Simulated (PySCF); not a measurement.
ClFH2Se2Si, SMILES Cl[Si]([SeH])(F)[SeH].

Geometry optimised at ωB97X-D3(BJ)/def2-SVP. One conformer was computed; it need not be the lowest.

Vertical ionisation energy (IE) and electron affinity (EA) in eV. Rows of orbital energies are one-electron estimates. Where ΔSCF, EOM or ADC give a negative EA the extra electron is unbound and the value depends on the basis.

| level | IE | EA |
|---|---|---|
| −ε(HOMO), −ε(LUMO), r2SCAN/def2-TZVP (PySCF) | 6.66 | 1.53 |
| −ε(HOMO), −ε(LUMO), PBE/def2-TZVP (PySCF) | 6.36 | 1.74 |
